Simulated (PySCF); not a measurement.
HOSi (SMILES [OH+]=[Si]), charge +1, singlet, at a GFN2-xTB geometry; BP86/pcseg-1 in PySCF.

PySCF was given this input:
```python
from pyscf import gto, scf, dft

mol = gto.M(
    atom='''
O    -0.00000000   -0.00000000   -0.88835384
Si    0.00000000    0.00000000    0.64027396
H    -0.00000000   -0.00000000   -1.85700467
''',
    basis='pcseg-1',
    charge=1,
    verbose=4,
)

mf = dft.RKS(mol)
mf.xc = 'bp86'
mf.kernel()
```

Problem. Write the output that PySCF gives for this input, abridged.

Solution. 
```
PySCF version 2.14.0

[INPUT] verbose = 4
[INPUT] num. atoms = 3
[INPUT] num. electrons = 22
[INPUT] charge = 1
[INPUT] spin (= nelec alpha-beta = 2S) = 0
[INPUT] symmetry False subgroup None
[INPUT] Mole.unit = angstrom
[INPUT] Symbol           X                Y                Z      unit          X                Y                Z       unit  Magmom
[INPUT]  1 O      0.000000000000   0.000000000000  -0.888353840000 AA    0.000000000000   0.000000000000  -1.678745459306 Bohr   0.0
[INPUT]  2 Si     0.000000000000   0.000000000000   0.640273960000 AA    0.000000000000   0.000000000000   1.209942429091 Bohr   0.0
[INPUT]  3 H      0.000000000000   0.000000000000  -1.857004670000 AA    0.000000000000   0.000000000000  -3.509230238338 Bohr   0.0

nuclear repulsion = 46.1089770432008
number of shells = 8
number of NR pGTOs = 76
number of NR cGTOs = 37
basis = pcseg-1
ecp = {}

******** <class 'pyscf.dft.rks.RKS'> ********
method = RKS
initial guess = minao
damping factor = 0
level_shift factor = 0
DIIS = <class 'pyscf.scf.diis.CDIIS'>
diis_start_cycle = 1
diis_space = 8
diis_damp = 0
SCF conv_tol = 1e-09
SCF conv_tol_grad = None
SCF max_cycles = 50
direct_scf = True
direct_scf_tol = 1e-13
XC library pyscf.dft.libxc version 7.1.2
    S. Lehtola, C. Steigemann, M. J. T. Oliveira, and M. A. L. Marques,  SoftwareX 7, 1–5 (2018)
XC functionals = bp86
    A. D. Becke,  Phys. Rev. A 38, 3098 (1988)
    J. P. Perdew,  Phys. Rev. B 33, 8822 (1986)
    J. P. Perdew,  Phys. Rev. B 34, 7406–7406 (1986)
radial grids:
    Treutler-Ahlrichs [JCP 102, 346 (1995); DOI:10.1063/1.469408] (M4) radial grids

becke partition: Becke, JCP 88, 2547 (1988); DOI:10.1063/1.454033
pruning grids: <function nwchem_prune>
grids dens level: 3
symmetrized grids: False
atomic radii adjust function: <function treutler_atomic_radii_adjust>
small_rho_cutoff = 0
Set gradient conv threshold to 3.16228e-05
Initial guess from minao.
tot grids = 43072
init E= -365.454104752563
  HOMO = -0.311760522547719  LUMO = -0.112661244999589  gap/eV = 5.41777
cycle= 1 E= -364.923634942918  delta_E= 0.53  |g|= 0.712  |ddm|= 1.82
  HOMO = -0.494808389311361  LUMO = -0.329025677332726  gap/eV = 4.51118
cycle= 2 E= -363.377789102038  delta_E= 1.55  |g|=  2.6  |ddm|= 2.28
  HOMO = -0.570839400976721  LUMO = -0.357348245279776  gap/eV = 5.80939
cycle= 3 E= -365.026297814522  delta_E= -1.65  |g|= 0.088  |ddm|= 1.85
  HOMO = -0.582150364958946  LUMO = -0.361165681119987  gap/eV = 6.01330
cycle= 4 E= -365.02907667759  delta_E= -0.00278  |g|= 0.0496  |ddm|= 0.222
  HOMO = -0.57504258816858  LUMO = -0.35619098467685  gap/eV = 5.95526
cycle= 5 E= -365.029842181036  delta_E= -0.000766  |g|= 0.00861  |ddm|= 0.0611
  HOMO = -0.574996230601304  LUMO = -0.356488657974351  gap/eV = 5.94589
cycle= 6 E= -365.0298603961  delta_E= -1.82e-05  |g|= 0.00149  |ddm|= 0.00913
  HOMO = -0.574928796699539  LUMO = -0.356388195581769  gap/eV = 5.94679
cycle= 7 E= -365.029860930474  delta_E= -5.34e-07  |g|= 0.00015  |ddm|= 0.00158
  HOMO = -0.574883950591758  LUMO = -0.356356468501657  gap/eV = 5.94644
cycle= 8 E= -365.029860938514  delta_E= -8.04e-09  |g|= 2.23e-05  |ddm|= 0.000292
  HOMO = -0.574882862982228  LUMO = -0.356355556154532  gap/eV = 5.94643
cycle= 9 E= -365.029860938603  delta_E= -8.92e-11  |g|= 1.64e-06  |ddm|= 1.16e-05
  HOMO = -0.574882495229053  LUMO = -0.356355254978648  gap/eV = 5.94643
Extra cycle  E= -365.0298609386  delta_E= 3.3e-12  |g|= 4.37e-06  |ddm|= 4.95e-06
converged SCF energy = -365.0298609386
```
